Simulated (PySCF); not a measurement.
Below is a simulated gas-phase Si 2p photoelectron spectrum of Si(CF3)4, `FC(F)(F)[Si](C(F)(F)F)(C(F)(F)F)C(F)(F)F`.

Every computed line was given a Gaussian of 0.8 eV full width at half maximum and an area set by the number of equivalent atoms (split 2:1 within a doublet); the highest printed point is 100. Method: delta-SCF UKS SCAN, pcX-2 on the ionised atom, pcseg-1 elsewhere, spin-free X2C (PySCF).

| binding energy (eV) | intensity |
| --- | --- |
| 107.9 | 0 |
| 108.0 | 0 |
| 108.1 | 1 |
| 108.2 | 3 |
| 108.3 | 6 |
| 108.4 | 11 |
| 108.5 | 19 |
| 108.6 | 31 |
| 108.7 | 46 |
| 108.8 | 63 |
| 108.9 | 79 |
| 109.0 | 91 |
| 109.1 | 99 |
| 109.2 | 100 |
| 109.3 | 96 |
| 109.4 | 89 |
| 109.5 | 81 |
| 109.6 | 72 |
| 109.7 | 64 |
| 109.8 | 54 |
| 109.9 | 45 |
| 110.0 | 35 |
| 110.1 | 25 |
| 110.2 | 17 |
| 110.3 | 11 |
| 110.4 | 6 |
| 110.5 | 3 |
| 110.6 | 2 |
| 110.7 | 1 |
| 110.8 | 0 |
| 110.9 | 0 |

Q: How many maxima does the curve show, and how many computed lines lie under it?

A: The curve has 1 maximum (at 109.2 eV). Under it lie 2 lines from 1 inequivalent silicon site, drawn as a 2p3/2, 2p1/2 pair. At this width some lines have no maximum of their own.

Q: Decompose the envelope and assign each component. Bonds: Si1–C2, Si1–C6, Si1–C10, Si1–C14, C2–F3, C2–F4, C2–F5, C6–F7, C6–F8, C6–F9, C10–F11, C10–F12, C10–F13, C14–F15, C14–F16, C14–F17.

A: 
```
position (eV)  relative area      line  atoms            environment
       109.10           0.67  Si 2p3/2    Si1  silicon bonded to 4 C
       109.72           0.33  Si 2p1/2    Si1  silicon bonded to 4 C
```

Q: What are the centre and the root-mean-square width of the whole band?

A: The area-weighted mean of the lines is 109.30 eV. Their own spread about it is 0.29 eV (rms) and each Gaussian has σ = 0.8/2.355 = 0.34 eV; the variances add, which gives 0.45 eV.

No satellites, vibrations or lifetime broadening are included. 2p3/2 and 2p1/2 are the ΔSCF energy of one spin-free 2p hole plus the eigenvalues of a spin–orbit and ligand-field matrix of the shell. 2p1/2 minus 2p3/2 (ligand field included): Si 0.62 eV. Isolated species at its PBE0-D3(BJ)/def2-SVP geometry, gas phase.
